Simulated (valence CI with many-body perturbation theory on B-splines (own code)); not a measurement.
# From CI to CI+MBPT in Sm L

Computed by valence CI with perturbative core correlation (CI+MBPT): three valence electrons over a frozen Dirac-Fock core [Ne], radial functions for each j: 11 s, 11 p, 9 d, 7 f, 5 g, 2 h, 1 i, with the one-electron correlation potential Σ1, the two-electron term Σ2, the three-electron term Σ3, Breit, model QED; selected CI, second order for the rest (own B-spline code, finite nucleus).

The last digits are not significant, and no measured levels were compared; by estimate large intervals hold to a few tenths of a per cent, small ones and those within an open d or f shell to about a per cent.

Each rung adds one term. CI alone is the Dirac-Coulomb CI over the frozen core; QED comes last and gives the full result, which names the levels. Energies are above (3s^2 3p1/2) J=1/2 on the same rung, in Ry.

Levels are named by their leading jj configuration (3d3/2^4 stands for four electrons in 3d with j = 3/2), which in mixed levels can hold well under half, so a name can repeat and another be missing. Letters in brackets count levels of one name in rising energy.

```csv
Level,CI alone,+ Σ1,+ Σ2,+ Σ3,+ Breit,Full
(3s 3p1/2^2) J=1/2,9.313,9.294,9.293,9.294,9.452,9.274
(3s^2 3p3/2) J=3/2,11.710,11.719,11.723,11.723,11.569,11.585
(3s 3p1/2 3p3/2) J=3/2 [a],19.340,19.330,19.349,19.351,19.354,19.195
(3s 3p1/2 3p3/2) J=5/2,20.403,20.394,20.404,20.406,20.374,20.217
(3s 3p1/2 3p3/2) J=3/2 [b],21.727,21.718,21.714,21.715,21.677,21.538
(3s 3p1/2 3p3/2) J=1/2,22.342,22.332,22.301,22.301,22.308,22.146
(3s^2 3d3/2) J=3/2,25.497,25.489,25.447,25.445,25.268,25.232
(3s^2 3d5/2) J=5/2,27.628,27.628,27.608,27.607,27.324,27.309
(3p1/2^2 3p3/2) J=3/2,31.040,31.013,31.001,31.004,31.106,30.808
(3s 3p3/2^2) J=5/2,32.023,32.022,32.025,32.025,31.855,31.718
(3s 3p1/2 3d3/2) J=3/2 [a],32.091,32.066,32.063,32.064,32.036,31.829
(3s 3p1/2 3d3/2) J=5/2,32.868,32.843,32.838,32.839,32.764,32.576
(3s 3p3/2^2) J=1/2,34.059,34.058,34.049,34.048,33.908,33.764
(3s 3p1/2 3d3/2) J=1/2,34.393,34.367,34.333,34.332,34.291,34.104
(3s 3p3/2^2) J=3/2,34.503,34.502,34.471,34.470,34.313,34.169
(3s 3p1/2 3d3/2) J=3/2 [b],34.630,34.605,34.572,34.569,34.519,34.325
(3s 3p1/2 3d5/2) J=5/2 [a],35.625,35.607,35.595,35.593,35.460,35.279
(3s 3p1/2 3d5/2) J=7/2,36.352,36.334,36.319,36.318,36.147,35.967
(3s 3p1/2 3d5/2) J=5/2 [b],36.992,36.974,36.955,36.951,36.806,36.622
(3s 3p1/2 3d5/2) J=3/2,37.286,37.267,37.232,37.230,37.134,36.932
(3p1/2 3p3/2^2) J=5/2,42.464,42.446,42.441,42.443,42.364,42.086
(3p1/2 3p3/2^2) J=3/2,42.757,42.738,42.706,42.706,42.691,42.383
(3p1/2^2 3d3/2) J=3/2,43.537,43.494,43.460,43.459,43.572,43.207
(3p1/2 3p3/2^2) J=1/2,43.572,43.554,43.539,43.541,43.515,43.217
(3s 3p3/2 3d3/2) J=3/2 [a],44.679,44.662,44.648,44.647,44.446,44.274
(3s 3p3/2 3d3/2) J=1/2 [a],44.746,44.730,44.719,44.717,44.531,44.360
(3s 3p3/2 3d3/2) J=5/2 [a],44.802,44.785,44.766,44.765,44.562,44.376
(3s 3p3/2 3d3/2) J=7/2,45.048,45.032,45.022,45.020,44.771,44.602
(3s 3p3/2 3d5/2) J=9/2,46.176,46.167,46.180,46.180,45.859,45.697
(3s 3p3/2 3d3/2) J=3/2 [b],46.514,46.499,46.464,46.462,46.237,46.066
(3p1/2^2 3d5/2) J=5/2,47.008,46.972,46.927,46.926,46.940,46.583
```

Question: How does the ionisation energy move along the ladder, and which term matters most?

Answer: CI alone 4342.9, + Σ1 4344.0, + Σ2 4343.8, + Σ3 4343.8, + Breit 4338.6, + QED 4338.6 eV. The largest step is Breit, -5.2 eV. NIST lists 4337 ± 4 eV (theoretical).
